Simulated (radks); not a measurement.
Task: Species: Ta+. Configuration: [Xe] 4f14 5d2.75 6s1 6p0.25 (fractional occupations, a model configuration). Method: scalar-relativistic Kohn-Sham, exchange-only LDA, spin-polarised, spherical densities, finite nucleus; open shells are filled with parallel spins first (spin-orbit coupling, left out, can overturn this in heavy ions); Fermi nuclear charge, rms radius 5.3507 fm; computed with a radial shooting solver on a logarithmic mesh with Libxc functionals. Some entries of the table are withheld. Estimate them.

orbital,occ.,eigenvalue (Ry),<r^2> (bohr^2),<r> (bohr)
1s up,1,-4946.057,0.0004794,0.01868
1s down,1,-4946.056,0.0004794,0.01868
2s up,1,-850.2949,0.007385,0.07901
2s down,1,-850.2873,0.007385,0.07901
2p up,3,-745.7047,0.006087,0.07059
2p down,3,-745.6984,0.006087,0.07059
3s up,1,-195.1084,0.04805,0.2050
3s down,1,-195.1061,0.04805,0.2050
3p up,3,-163.9869,0.04872,0.2050
3p down,3,-163.9843,0.04872,0.2050
3d up,5,-127.5423,0.04042,0.1857
3d down,5,-127.5377,0.04042,0.1857
4s up,1,-40.10605,0.2381,0.4591
4s down,1,-40.09993,0.2380,0.4591
4p up,3,-29.88859,0.2711,0.4881
4p down,3,-29.88209,0.2710,0.4880
4d up,5,-16.79304,0.3180,0.5235
4d down,5,-16.78422,0.3177,0.5233
5s up,1,-5.90652,1.370,1.103
5s down,1,-5.81617,1.349,1.096
5p up,3,-3.45428,1.921,1.300
5p down,3,-3.32529,1.864,1.282
4f up,7,-2.31964,0.5281,0.6428
4f down,7,-2.29599,0.5146,0.6367
6s up,1,(1),10.20,(2)
5d up,2.75,-0.82907,5.264,2.102
6s down,0,(3),11.15,(4)
5d down,0,-0.59547,4.931,2.024
6p up,0.25,-0.52309,17.17,3.899
6p down,0,-0.28630,26.02,4.719

Result: 
(1) 6s up eigenvalue (Ry): -0.91398
(2) 6s up <r> (bohr): 3.012
(3) 6s down eigenvalue (Ry): -0.62470
(4) 6s down <r> (bohr): 3.122
